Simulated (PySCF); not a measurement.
**C(2+): excitation energy**

C(2+) [He] 2s2 (1S) → C(2+) [He] 2p2 (3P), as a difference of total energies. Computed with PySCF 2.14 in aug-cc-pVQZ, with the non-relativistic Hamiltonian (point nucleus). Correlated levels: valence: 1s2 frozen. The calculations carry no spin-orbit coupling.

```csv
method,excitation energy (eV)
UHF,15.386
MP2 (valence),16.421
SCS-MP2 (valence),16.808
CCSD (valence),17.158
```

Problem. How much does correlation contribute at MP2 (valence)?

Solution. 16.421 − (15.386) = 1.035 eV, measured against UHF.

A first-order spin-orbit estimate (lowest level to lowest level, LS coupling) adds -0.007 eV.

With two correlated electrons CCSD is exact in that space.
